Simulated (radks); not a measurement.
All-electron atom: Sn0.25+ in [Kr] 4d10 5s2 5p(up 1, down 0.75) (fractional occupations, a model configuration).

All-electron calculation, scalar-relativistic Kohn-Sham, PBE, spin-polarised, spherical densities, point nucleus. Program: a radial shooting solver on a logarithmic mesh with Libxc functionals.

Energy parts (eV):
| part | energy |
|---|---|
| total | -168089.137 |
| kinetic | 175501.008 |
| electron-nucleus | -406383.812 |
| Hartree | 67275.841 |
| exchange-correlation | -4482.175 |

Orbitals (lengths in bohr, moments of r in powers of bohr; r(90%) holds 90 % of the orbital's charge):
orbital  occ.  eigenvalue (eV)   <1/r>      <r>     <r^2>  r(90%)
1s up       1        -29016.11   53.09  0.02905  0.001143  0.0522
1s down     1        -29016.10   53.09  0.02905  0.001143  0.0522
2s up       1        -4381.938   12.11   0.1255   0.01857   0.194
2s down     1        -4381.937   12.11   0.1255   0.01857   0.194
2p up       3        -3933.783   11.65   0.1096   0.01466   0.178
2p down     3        -3933.780   11.65   0.1096   0.01466   0.178
3s up       1        -847.0792   4.302   0.3393    0.1317   0.499
3s down     1        -847.0759   4.302   0.3393    0.1317   0.499
3p up       3        -700.6404   4.095   0.3377    0.1323   0.507
3p down     3        -700.6366   4.095   0.3377    0.1323   0.507
3d up       5        -475.2536   3.865   0.3146    0.1175   0.496
3d down     5        -475.2502   3.865   0.3146    0.1175   0.496
4s up       1        -135.7608   1.695   0.8186    0.7582    1.18
4s down     1        -135.7532   1.695   0.8186    0.7582    1.18
4p up       3         -91.5313   1.538   0.8859    0.8970    1.30
4p down     3         -91.5229   1.538   0.8858    0.8968    1.30
4d up       5         -27.6740   1.217    1.099     1.438    1.71
4d down     5         -27.6519   1.217    1.098     1.435    1.71
5s up       1         -12.3183  0.5422    2.376     6.441    3.52
5s down     1         -12.1604  0.5433    2.374     6.429    3.52
5p up       1          -5.3014  0.4066    3.140     11.47    4.80
5p down  0.75          -5.1315  0.4059    3.151     11.57    4.83

The highest occupied level is 5p down at -5.132 eV. Summed over all electrons, <r^2> = 56.64 bohr^2, which gives a Langevin (diamagnetic) susceptibility term of -44.9 x 10^-6 cm^3/mol. The density falls to 0.001 e/bohr^3 at r = 4.60 bohr.
